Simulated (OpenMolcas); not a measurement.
A calculation on Ar4+.

* Program: OpenMolcas 26.06
* Method: XMS-CASPT2, IPEA 0.25 Eh, imaginary shift 0.1 Eh (closed shells correlated: 2s 2p 3s)
* Basis: ANO-RCC-VTZP [5s4p2d1f]
* Scalar Hamiltonian: DKH2, point nucleus
* Active space: 2 electrons in 3 orbitals (3p)
* State averaging: 2S+1 = 3 even, 3 roots; 2S+1 = 1 even, 6 roots
* Spin-orbit coupling: RASSI with atomic mean-field integrals over the reference wave functions, term energies averaged over their components

Question: Which level of the active space comes out lowest?

Answer: 3s² 3p² ³P₀, with 100 % of that term; it is also the measured ground level.

Question: How high does 3s² 3p² ³P₁ lie?

Answer: 0.0880 eV above the lowest level; measured 0.0946 eV above the ground level, so the calculation is off by -7 %.

Question: How high does 3s² 3p² ³P₂ lie?

Answer: 0.2376 eV above the lowest level; measured 0.2515 eV above the ground level, so the calculation is off by -6 %.

Question: How high does 3s² 3p² ¹S₀ lie?

Answer: 4.886 eV above the lowest level; measured 4.7005 eV above the ground level, so the calculation is off by +4 %.

Measured values: Saloman, J. Phys. Chem. Ref. Data 39, 033101 (2010).

Term energies are means over components that CASPT2 splits; among the terms shown or strongly mixed into the levels shown the widest spread is 41 cm-1 (3s² 3p² ³P). With the s shell closed, the reference lacks s² → p² mixing. Measured partners are found by configuration, term and J. A level has none where our copy of the source lacks it or the pairing is in doubt (some pairs that miss far off the trend of their configuration count as doubtful), and it then counts in no deviation. Only configurations of the active space appear.
